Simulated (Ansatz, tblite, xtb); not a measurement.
**CH6BCl2N (SMILES C[B-]([NH3+])(Cl)Cl): the dipole moment, rung by rung**

CH6BCl2N: 11 atoms, total charge 0, spin state singlet. As SMILES, `C[B-]([NH3+])(Cl)Cl`. The coordinates come from a PBE0-D4/def2-TZVP relaxation.

Quantity: the dipole moment, in D. The values are calculated.

```json
{"level": "IPEA1-xTB", "kind": "semi-empirical", "program": "tblite", "value (D)": "8.35", "CPU time": "under 2 s"}
{"level": "GFN2-xTB", "kind": "semi-empirical", "program": "tblite", "value (D)": "6.76", "CPU time": "under 2 s"}
{"level": "GFN0-xTB", "kind": "semi-empirical", "program": "xtb", "value (D)": "8.21", "CPU time": "under 2 s"}
{"level": "GFN1-xTB", "kind": "semi-empirical", "program": "xtb", "value (D)": "7.75", "CPU time": "under 2 s"}
{"level": "HF/STO-3G", "kind": "Hartree–Fock", "program": "Ansatz", "value (D)": "7.57", "CPU time": "0.81 s"}
{"level": "HF/3-21G", "kind": "Hartree–Fock", "program": "Ansatz", "value (D)": "7.44", "CPU time": "1.2 s"}
{"level": "HF/6-31G", "kind": "Hartree–Fock", "program": "Ansatz", "value (D)": "7.20", "CPU time": "2.5 s"}
{"level": "HF/def2-SVP", "kind": "Hartree–Fock", "program": "Ansatz", "value (D)": "6.52", "CPU time": "4.1 s"}
{"level": "B3LYP/6-31G* (spherical functions)", "kind": "global hybrid", "program": "Ansatz", "value (D)": "6.41", "CPU time": "7.2 s"}
{"level": "B3LYP/6-31G* (Cartesian functions)", "kind": "global hybrid", "program": "Ansatz", "value (D)": "6.40", "CPU time": "7 s"}
```

The values span 6.40 to 8.35 D. Sets without polarisation functions give poor dipoles. Without the sets that lack polarisation functions the rows with a basis span only 6.40 to 6.52 D. Times are those of the runs behind each value, whatever else they computed, on shared processors of several kinds: orders of magnitude only.
